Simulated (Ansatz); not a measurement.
Compare A (`[SiH3]C1=CC1Cl`) with its isomer B (`C=C=C([SiH3])Cl`).

Calculated with Ansatz (gas phase, PBE0-D4/def2-TZVP geometries, no zero-point term in ΔE). CCSD(T)/CBS is the MP2 limit (def2-TZVPP, def2-QZVPP) plus CCSD(T) − MP2 in def2-TZVPP, frozen cores. DFT in def2-TZVPP. B3LYP here is the variant with VWN-RPA as its local correlation; programs differ in this.

A:

Z-matrix (Å, degrees):
```
Si
C 1 1.844
H 1 1.483 2 108.5
H 1 1.484 2 108.6 3 119.0
H 1 1.483 2 109.7 3 -120.7
C 2 1.305 1 152.8 3 116.2
C 2 1.487 1 144.9 3 -56.0
H 6 1.078 2 148.7 1 0.9
Cl 7 1.795 2 119.4 1 69.0
H 7 1.085 2 123.1 1 -73.7
```

B:

```xyz
10

C    -1.455   -1.632    0.430
C    -0.489   -0.932   -0.085
C     0.465   -0.190   -0.563
Si    0.861    1.519    0.077
Cl    1.465   -0.766   -1.877
H    -2.465   -1.569    0.037
H    -1.279   -2.305    1.263
H     2.263    1.545    0.564
H    -0.079    1.831    1.181
H     0.712    2.500   -1.026
```

Problem. Which isomer does CCSD(T)/CBS put lower? Give the gap. (Estimate.)

Solution. Ansatz gave: B, by 11.6 kcal/mol.

Problem. Give E(B) − E(A) in kcal/mol with ωB97M-V, HF/def2-TZVPP, CCSD(T)/def2-TZVPP, B3LYP-D4, CCSD/def2-TZVPP, B2PLYP, r2SCAN-D4. (Best estimate.)

Solution. Computed: ωB97M-V -11.3, HF/def2-TZVPP -12.7, CCSD(T)/def2-TZVPP -12.3, B3LYP-D4 -14.8, CCSD/def2-TZVPP -11.9, B2PLYP -13.2, r2SCAN-D4 -12.2. None reverses the order clearly.

Largest T1 diagnostic: 0.012.

From PBE to PBE0 (25 % exact exchange), in def2-TZVPP and without D4, E(B) − E(A) moves by +2.1 kcal/mol.
